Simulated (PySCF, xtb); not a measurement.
C₂H₅BFN, SMILES C=CB(N)F.

GFN2-xTB in xtb at its own geometry gives an orbital gap of 4.52 eV and a dipole moment of 2.75 D.

Geometry: B3LYP-D3(BJ)/def2-SVP. The structure was generated by enumeration, and PubChem lists no compound with its InChIKey, so it may never have been made. One conformer was computed; it need not be the lowest.

Task: What does PBE/def2-TZVP (PySCF) give? (Estimate from the structure and the level; the computed values follow.)

Result: gap 4.76 eV (levels -6.51 and -1.75 eV), dipole 2.22 D.
